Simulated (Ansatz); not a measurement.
Cu(PH3)(NH2) (CuPNH₅), relaxed as a singlet with RKS PBE-D4/def2-TZVP in Ansatz, starting from the GFN2-xTB geometry. Force threshold 0.02 eV/Å.

Start:

```tsv
atom	x (Å)	y (Å)	z (Å)
Cu1	-0.145	-0.346	-0.379
P2	0.438	1.079	1.136
H3	0.588	0.694	2.455
H4	-0.317	2.204	1.431
H5	1.636	1.768	1.066
N6	-0.634	-1.532	-1.630
H7	-0.414	-1.483	-2.613
H8	-1.152	-2.383	-1.466
```

(1) Estimate the energy that the relaxation releases and the steps that it takes.

(2) Does the start keep its bonding?

(3) Predict the relaxed structure.

Answers

(1) 0.11 eV, in 7 steps; 12 s on 4 threads of Arm Neoverse N1 on a shared host. No frequencies were taken in this run, so the end may be a saddle point.

(2) By distances, no bond broke or formed. The bond that changes most is P2–H4, from 1.39 to 1.43 Å (atoms count from 1).

(3) 
Cartesian coordinates in Å:
```
Cu -0.222 -0.307 -0.394
P 0.404 1.077 1.113
H 0.586 0.595 2.439
H -0.331 2.251 1.457
H 1.674 1.705 0.978
N -0.847 -1.432 -1.689
H -0.259 -1.494 -2.523
H -1.006 -2.394 -1.382
```
Bond lengths: 1 × Cu–P 2.14 Å; 1 × Cu–N 1.83 Å; 3 × H–P 1.42 to 1.43 Å; 2 × H–N 1.02 Å.
